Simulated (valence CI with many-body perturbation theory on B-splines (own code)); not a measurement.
## Hf XLII: electric-dipole lines

Method: valence CI with perturbative core correlation (CI+MBPT): three valence electrons over a frozen Dirac-Fock core [Ar] 3d10, radial functions for each j: 11 s, 11 p, 9 d, 7 f, 5 g, 2 h, 1 i, with the one-electron correlation potential Σ1 (screened to all orders), the two-electron term Σ2, the three-electron term Σ3, Breit, model QED; selected single and double excitations, second order for the rest (own B-spline code, finite nucleus).

No measured spectrum was set against this ion. As an estimate, large intervals hold to a few tenths of a per cent, small ones and those within an open d or f shell to about a per cent.

Lines 51 to 100 of 277 in falling wavelength, among levels below 538.92 eV, chosen from the strongest by gf and those to the six lowest levels. Wavelengths and rates use the calculated energies. Electric multipoles are in the length gauge, E1 and E2 with the static RPA response of the core. Weak lines are less certain than strong ones. Lines between different terms over intervals too small for the method are left out, as are lines whose strength nearly cancels. The highest levels of a list are the least certain.

Levels are named by their leading jj configuration (3d3/2^4 stands for four electrons in 3d with j = 3/2), which in mixed levels can hold well under half, so a name can repeat and another be missing. Letters in brackets count levels of one name in rising energy.

| λ vac (Å) | Upper | Lower | A (s⁻¹) | log gf | Branch % |
| --- | --- | --- | --- | --- | --- |
| 122.2 | (4s 4p1/2 4f7/2) J=9/2 | (4s 4p3/2 4d3/2) J=7/2 | 5.00e+09 | -0.95 | 6.8 |
| 121.8 | (4p1/2^2 4d3/2) J=3/2 | (4s 4p1/2 4d3/2) J=5/2 | 5.36e+10 | -0.32 | 40.4 |
| 119.6 | (4p1/2^2 4p3/2) J=3/2 | (4s 4p1/2 4p3/2) J=5/2 | 5.89e+10 | -0.30 | 20.5 |
| 118.6 | (4p1/2 4p3/2 4d5/2) J=7/2 [b] | (4s 4p3/2 4d5/2) J=7/2 [a] | 8.23e+09 | -0.86 | 1.2 |
| 117.3 | (4p1/2 4p3/2 4d5/2) J=7/2 [a] | (4s 4p3/2 4d5/2) J=9/2 | 3.17e+10 | -0.28 | 5.1 |
| 115.8 | (4p1/2 4p3/2 4d5/2) J=9/2 | (4s 4p3/2 4d5/2) J=9/2 | 2.54e+10 | -0.29 | 7.2 |
| 114.7 | (4p1/2 4p3/2 4d5/2) J=5/2 [c] | (4s 4p3/2 4d5/2) J=7/2 [a] | 1.61e+10 | -0.72 | 1.5 |
| 114.6 | (4p1/2^2 4d3/2) J=3/2 | (4s 4p1/2 4d3/2) J=3/2 [a] | 1.62e+10 | -0.90 | 12.2 |
| 114.1 | (4p1/2 4p3/2 4d3/2) J=3/2 [b] | (4s 4p3/2 4d3/2) J=5/2 [a] | 2.52e+10 | -0.71 | 2.0 |
| 112.2 | (4p1/2 4p3/2 4d3/2) J=1/2 [b] | (4s 4p3/2 4d3/2) J=3/2 [a] | 2.78e+10 | -0.98 | 2.2 |
| 112.0 | (4p1/2 4p3/2 4d5/2) J=5/2 [a] | (4s 4p3/2 4d3/2) J=7/2 | 2.67e+10 | -0.52 | 2.7 |
| 111.1 | (4p1/2^2 4p3/2) J=3/2 | (4s 4p1/2 4p3/2) J=3/2 [a] | 1.57e+10 | -0.94 | 5.5 |
| 97.56 | (4s 4p1/2 4d3/2) J=3/2 [a] | (4s 4p1/2 4p3/2) J=3/2 [b] | 1.39e+10 | -1.10 | 28.8 |
| 96.73 | (4p1/2 4p3/2 4d3/2) J=5/2 | (4p1/2 4p3/2^2) J=5/2 | 1.14e+10 | -1.02 | 10.3 |
| 92.86 | (4s 4p1/2 4d3/2) J=5/2 | (4s 4p1/2 4p3/2) J=3/2 [b] | 3.65e+08 | -2.55 | 1.3 |
| 89.53 | (4s 4p1/2 4d3/2) J=3/2 [a] | (4s 4p1/2 4p3/2) J=5/2 | 5.69e+09 | -1.56 | 11.8 |
| 86.66 | (4p1/2^2 4d3/2) J=3/2 | (4p1/2^2 4p3/2) J=3/2 | 3.72e+10 | -0.78 | 28.0 |
| 85.56 | (4s 4p1/2 4d3/2) J=5/2 | (4s 4p1/2 4p3/2) J=5/2 | 1.72e+10 | -0.95 | 59.7 |
| 84.80 | (4s 4p1/2 4d3/2) J=1/2 | (4s 4p1/2 4p3/2) J=3/2 [b] | 2.83e+09 | -2.21 | 0.3 |
| 84.66 | (4s 4p1/2 4d3/2) J=3/2 [a] | (4s 4p1/2 4p3/2) J=3/2 [a] | 4.55e+09 | -1.71 | 9.4 |
| 84.36 | (4s 4p1/2 4d3/2) J=3/2 [b] | (4s 4p1/2 4p3/2) J=3/2 [b] | 1.28e+10 | -1.26 | 1.2 |
| 81.34 | (4s 4p1/2 4d5/2) J=5/2 [a] | (4s 4p1/2 4p3/2) J=3/2 [b] | 1.66e+09 | -2.01 | 0.6 |
| 81.10 | (4s 4p1/2 4d3/2) J=5/2 | (4s 4p1/2 4p3/2) J=3/2 [a] | 1.91e+09 | -1.95 | 6.6 |
| 80.87 | (4s^2 4d3/2) J=3/2 | (4s^2 4p3/2) J=3/2 | 1.26e+09 | -2.31 | 0.1 |
| 78.28 | (4s 4p1/2 4d3/2) J=3/2 [b] | (4s 4p1/2 4p3/2) J=5/2 | 1.03e+09 | -2.42 | 0.1 |
| 77.98 | (4p1/2 4p3/2 4d5/2) J=5/2 [b] | (4p1/2 4p3/2^2) J=5/2 | 4.26e+10 | -0.63 | 7.7 |
| 77.88 | (4s 4p3/2 4d5/2) J=5/2 [a] | (4s^2 4d5/2) J=5/2 | 1.79e+10 | -1.01 | 4.7 |
| 77.42 | (4s 4p1/2 4d5/2) J=3/2 | (4s 4p1/2 4p3/2) J=3/2 [b] | 1.15e+10 | -1.38 | 3.5 |
| 77.00 | (4s 4p1/2 4f7/2) J=7/2 [b] | (4s 4p1/2 4d5/2) J=5/2 [b] | 1.92e+10 | -0.86 | 5.3 |
| 76.86 | (4s 4p1/2 4d5/2) J=5/2 [b] | (4s 4p1/2 4p3/2) J=3/2 [b] | 4.58e+10 | -0.61 | 18.4 |
| 76.43 | (4s 4p3/2^2) J=5/2 | (4s^2 4p3/2) J=3/2 | 1.80e+10 | -1.02 | 100.0 |
| 75.85 | (4s 4p1/2 4f7/2) J=5/2 | (4s 4p1/2 4d5/2) J=5/2 [b] | 3.05e+10 | -0.80 | 8.0 |
| 75.68 | (4s 4p1/2 4d5/2) J=5/2 [a] | (4s 4p1/2 4p3/2) J=5/2 | 1.69e+09 | -2.06 | 0.6 |
| 75.58 | (4s 4p1/2 4p3/2) J=3/2 [a] | (4s^2 4p1/2) J=1/2 | 2.12e+09 | -2.14 | 51.3 |
| 75.50 | (4s 4p1/2 4f7/2) J=7/2 [a] | (4s 4p1/2 4d5/2) J=5/2 [a] | 5.77e+10 | -0.40 | 61.6 |
| 75.31 | (4s 4p1/2 4f7/2) J=5/2 | (4s 4p1/2 4d5/2) J=3/2 | 1.17e+11 | -0.22 | 30.7 |
| 74.88 | (4s 4p1/2 4d3/2) J=1/2 | (4s 4p1/2 4p3/2) J=3/2 [a] | 8.49e+09 | -1.85 | 0.8 |
| 74.85 | (4s 4p1/2 4f7/2) J=9/2 | (4s 4p1/2 4d5/2) J=7/2 | 5.29e+10 | -0.35 | 71.4 |
| 74.60 | (4p1/2^2 4d5/2) J=5/2 | (4p1/2^2 4p3/2) J=3/2 | 1.76e+11 | -0.06 | 63.5 |
| 74.53 | (4s 4p1/2 4d3/2) J=3/2 [b] | (4s 4p1/2 4p3/2) J=3/2 [a] | 1.45e+10 | -1.32 | 1.4 |
| 74.44 | (4s 4p1/2 4f7/2) J=7/2 [c] | (4s 4p1/2 4d5/2) J=5/2 [b] | 4.20e+10 | -0.55 | 10.6 |
| 73.94 | (4p1/2 4p3/2 4d5/2) J=3/2 [b] | (4p1/2 4p3/2^2) J=1/2 | 2.23e+11 | -0.14 | 37.0 |
| 73.60 | (4p1/2 4p3/2 4d5/2) J=1/2 | (4p1/2 4p3/2^2) J=1/2 | 3.77e+11 | -0.21 | 59.0 |
| 73.49 | (4s 4p1/2 4d5/2) J=7/2 | (4s 4p1/2 4p3/2) J=5/2 | 1.96e+11 | 0.10 | 93.5 |
| 73.31 | (4s 4p3/2 4d3/2) J=3/2 [b] | (4s 4p3/2^2) J=5/2 | 4.29e+10 | -0.86 | 4.3 |
| 73.20 | (4s 4p3/2 4d5/2) J=3/2 [b] | (4s 4p3/2^2) J=3/2 | 4.94e+10 | -0.80 | 5.8 |
| 73.15 | (4s 4p3/2 4d5/2) J=1/2 | (4s 4p3/2^2) J=1/2 | 3.98e+11 | -0.19 | 72.6 |
| 72.81 | (4s^2 4f7/2) J=7/2 | (4s 4p3/2^2) J=5/2 | 1.53e+11 | -0.01 | 80.1 |
| 72.81 | (4p1/2 4p3/2 4d5/2) J=1/2 | (4p1/2 4p3/2^2) J=3/2 | 1.18e+11 | -0.73 | 18.5 |
| 72.69 | (4s 4p1/2 4f7/2) J=7/2 [c] | (4s 4p1/2 4d5/2) J=7/2 | 3.24e+10 | -0.69 | 8.2 |
